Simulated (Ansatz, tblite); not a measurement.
Removing and adding an electron: GaCl2H (GaHCl2). Total charge 0; singlet. Geometry: PBE-D4/def2-TZVP. Ansatz, gas phase; energy differences of separate SCF runs; the oxidised species was run as a doublet alone; the reduced species was run as a doublet alone.

```xyz
4

Ga    0.014    0.151   -0.111
Cl   -1.396   -1.423   -0.478
Cl    1.253   -0.129    1.617
H     0.129    1.401   -1.028
```

The xTB rows come from tblite. Correlated methods freeze 19 core orbitals; core or outer-core shells of Ga are correlated, in sets that lack core-valence functions. In CCSD on the charge 1 doublet the largest single amplitude is 0.19, so its Hartree–Fock determinant may place the open shell otherwise than the density functionals do. HOMO above LUMO, or a gap near zero within one spin, warns that the state may not be the lowest or that an electron is smeared out.

```
             level  −HOMO (eV)  vertical IE (eV)  −LUMO (eV)  vertical EA (eV)  HOMO–LUMO gap (eV)  IE − EA (eV)                                     remarks
          GFN1-xTB       12.63             15.22        6.30              3.52                6.33         11.70                                           –
     HF/def2-TZVPP           –             10.79           –                 –                   –             –                                           –
  PBE-D4/def2-TZVP        7.73             10.86        2.54                 –                5.19             –  gap within one spin near zero (+1 doublet)
 PBE0-D4/def2-TZVP        9.15             11.33        1.77                 –                7.38             –                                           –
   CCSD/def2-TZVPP           –             11.63           –                 –                   –             –                                           –
CCSD(T)/def2-TZVPP           –             11.65           –                 –                   –             –                                           –
```

**Question.** Estimate the rows for GFN2-xTB, PBE-D4/def2-TZVPD, r2SCAN-D4/def2-TZVP, r2SCAN-D4/def2-TZVPD, PBE0-D4/def2-TZVPD, MP2/def2-TZVPP.

**Answer.** 
| level | −HOMO (eV) | vertical IE (eV) | −LUMO (eV) | vertical EA (eV) | HOMO–LUMO gap (eV) | IE − EA (eV) | remarks |
| --- | --- | --- | --- | --- | --- | --- | --- |
| GFN2-xTB | 12.14 | 15.16 | 7.73 | 4.94 | 4.41 | 10.22 | – |
| PBE-D4/def2-TZVPD | 7.79 | – | 2.61 | 0.21 | 5.17 | – | HOMO above zero (-1 doublet) |
| r2SCAN-D4/def2-TZVP | 8.10 | 11.11 | 2.30 | – | 5.80 | – | gap within one spin near zero (+1 doublet) |
| r2SCAN-D4/def2-TZVPD | 8.13 | – | 2.34 | 0.27 | 5.79 | – | HOMO above zero (-1 doublet) |
| PBE0-D4/def2-TZVPD | 9.18 | – | 1.82 | 0.20 | 7.36 | – | HOMO above zero (-1 doublet) |
| MP2/def2-TZVPP | – | 11.88 | – | – | – | – | – |

   A HOMO above zero means that the electron is unbound at that level or that self-interaction error raises the level; the energy of removing that electron tells which. Raw xTB energy differences between charge states are shifted by several eV; the methods need an empirical correction for them.
